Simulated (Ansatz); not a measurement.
Two isomers of CH6SSi2: A = `C1[SiH2][SiH2]S1`, B = `[SiH3]C1[SiH2]S1`.

Isolated molecules relaxed with PBE0-D4/def2-TZVP in Ansatz; ΔE leaves out vibrations. CBS: MP2 limit from def2 TZ/QZ plus the TZ coupled-cluster correction, frozen cores. Functionals use def2-TZVPP. B3LYP here is the variant with VWN-RPA as its local correlation; programs differ in this.

**Question.** Which isomer does CCSD(T)/CBS put lower? Give the gap. (Estimate.)

**Answer.** The calculation gave: A, by 33.5 kJ/mol.

**Question.** Give E(B) − E(A) in kJ/mol with CCSD(T)/def2-SVP, B2PLYP, LDA (SPW92), CCSD/def2-TZVPP, r2SCAN-D4, MP2/def2-TZVPP, B3LYP. (Estimate.)

**Answer.** Ansatz gave: CCSD(T)/def2-SVP 30.2, B2PLYP 31.3, LDA (SPW92) 46.7, CCSD/def2-TZVPP 33.6, r2SCAN-D4 35.0, MP2/def2-TZVPP 25.6, B3LYP 34.4. None reverses the order clearly.

**Question.** Does the order hold for the free energy at 298.15 K (harmonic terms from PBE0-D4)? (Estimate.)

**Answer.** Computed: Yes: G(B) − G(A) = +24.9 kJ/mol.

Largest T1 diagnostic: 0.013.

At CCSD(T), def2-SVP lies −3.3 kJ/mol from the extrapolated value and def2-TZVPP −0.5 kJ/mol. Leaving LDA and LC-ωPBE aside and taking each functional with its dispersion term where it has one, the values spread over 14.2 kJ/mol, from B2PLYP to PBE0-D4.
